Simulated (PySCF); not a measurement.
A series of related molecules

Method: TDDFT CAM-B3LYP/def2-SVPD circular dichroism and optical rotation, one conformer, gas phase in PySCF. Geometry: GFN2-xTB.

Each molecule in one low-energy conformer. The parent is BC[C@@H]1C[C@H]1F.

The molecule is flexible and this is one conformer; a measurement averages over conformers.

(1) How does the specific rotation at 589.3 nm (origin-invariant length gauge) change along this series?
- BC[C@@H]1C[C@H]1F (base)
- BC[C@@H]1C[C@@H]1F (diastereomer)

Answers

(1) 
```csv
molecule,[α]589 (deg dm⁻¹ (g/mL)⁻¹),S1 (eV),"R(S1), velocity form (10⁻⁴⁰ esu² cm²)"
BC[C@@H]1C[C@H]1F,-140.1,5.42,-1.1
BC[C@@H]1C[C@@H]1F,+56.2,5.59,+0.8
```
The specific rotation at 589.3 nm (origin-invariant length gauge) is lowest for BC[C@@H]1C[C@H]1F and highest for BC[C@@H]1C[C@@H]1F.
